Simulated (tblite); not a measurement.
Compound: C₅H₂FO₂ (doublet state).
Numbering: `[O:1]=[c:2]1[c:3][cH:4][o:5][c:6]([F:7])[cH:8]1` (hydrogens: H9 on C4; H10 on C8)

A start from a force field or distance geometry was refined with GFN2-xTB geometry optimisation, gas phase (tblite 0.8.0). Values at the start:

| coordinate | start |
| --- | --- |
| O1=C2 | 1.254 Å |
| C2–C3 | 1.375 Å |
| C2–C8 | 1.409 Å |
| C3=C4 | 1.373 Å |
| C4–O5 | 1.323 Å |
| C4–H9 | 1.051 Å |
| O5–C6 | 1.310 Å |
| C6–F7 | 1.365 Å |
| C6=C8 | 1.373 Å |
| C8–H10 | 1.105 Å |
| O1–C2–C3 | 123.2° |
| O1–C2–C8 | 118.0° |
| C2–C3–C4 | 118.0° |
| C2–C8–C6 | 119.0° |
| C3–C2–C8 | 118.7° |
| C4–O5–C6 | 121.2° |
| O5–C6–F7 | 117.9° |
| O5–C6–C8 | 120.7° |
| C2–C3–C4–O5 | -2° |
| C3–C4–O5–C6 | 2° |
| O5–C6–C8–C2 | 1° |

Problem. How do these coordinates change at the GFN2-xTB level?

Solution. 
```csv
coordinate,GFN2-xTB (Å or °),change
C2–C8,1.481,+0.072
C2–C3,1.443,+0.068
C3=C4,1.321,-0.052
O1=C2,1.204,-0.050
C4–O5,1.373,+0.050
C6–F7,1.330,-0.035
C6=C8,1.342,-0.031
C4–H9,1.079,+0.028
C8–H10,1.078,-0.027
O5–C6,1.323,+0.013
C3–C2–C8,107.5,-11.2
C2–C3–C4,126.3,+8.3
C4–O5–C6,114.3,-6.9
O1–C2–C3,130.1,+6.9
O5–C6–F7,111.5,-6.4
O5–C6–C8,126.6,+5.9
O1–C2–C8,122.4,+4.4
C2–C8–C6,122.2,+3.2
C2–C3–C4–O5,0,+2
C3–C4–O5–C6,0,-2
O5–C6–C8–C2,0,-1
```

The energy falls by 58.5 kJ/mol over 17 L-BFGS steps, the largest force on an atom goes from 5.58 to 0.008 eV/Å, and the atoms move by 0.071 Å rms after alignment. The bond that changes most is C2–C8 (ends: carbon bonded to 2 C and O; carbon bonded to 2 C and H), which lengthens by 0.072 Å. Bonds longer at the end by more than 0.005 Å: 5 of 10; shorter: 5. Rotational constants go from 4134, 1918, 1310 to 4162, 1884, 1297 MHz.

Its GFN2-xTB frequencies are all real (lowest 115 cm⁻¹).

One conformer stands for the species.

These are computed values.
